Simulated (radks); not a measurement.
Initial-state core-level shifts of the mercury ion Hg2+ when its valence configuration changes from [Xe] 4f14 5d10. Method: scalar-relativistic Kohn-Sham, PBE, spin-polarised, spherical densities, finite nucleus; open shells are filled with parallel spins first (spin-orbit coupling, left out, can overturn this in heavy ions); Fermi nuclear charge, rms radius 5.4648 fm; computed with a radial shooting solver on a logarithmic mesh with Libxc functionals. Shifts are changes of the shell-averaged eigenvalues in eV (positive: less bound); the change of the density at the nucleus, which sets a Mossbauer isomer shift, is in e/bohr^3, on a base of 2.5e+06.

| valence | 3d | 4s | 4p | 4d | density at nucleus |
|---|---|---|---|---|---|
| 4f14 5d9 6p1 | -5.786 | -5.730 | -5.727 | -5.728 | +14.2 |
| 4f14 5d9.5 6p0.5 | -2.885 | -2.860 | -2.858 | -2.859 | +6.4 |
| 4f13 5d10 6s1 | -20.398 | -17.955 | -17.329 | -16.773 | +405.6 |
| 4f14 5d8 6p2 | -11.627 | -11.495 | -11.489 | -11.489 | +32.5 |
| 4f14 5d8.5 6p1.5 | -8.699 | -8.609 | -8.604 | -8.605 | +22.9 |
| 4f13 5d10 6p1 | -22.139 | -19.705 | -19.079 | -18.521 | +173.4 |
| 4f12 5d9 6s2 6p1 | -48.452 | -43.070 | -41.769 | -40.642 | +933.4 |
| 4f14 5d7 6p3 | -17.528 | -17.298 | -17.286 | -17.286 | +54.7 |
| 4f13 5d9 6s1 6p1 | -26.510 | -23.979 | -23.349 | -22.792 | +446.5 |
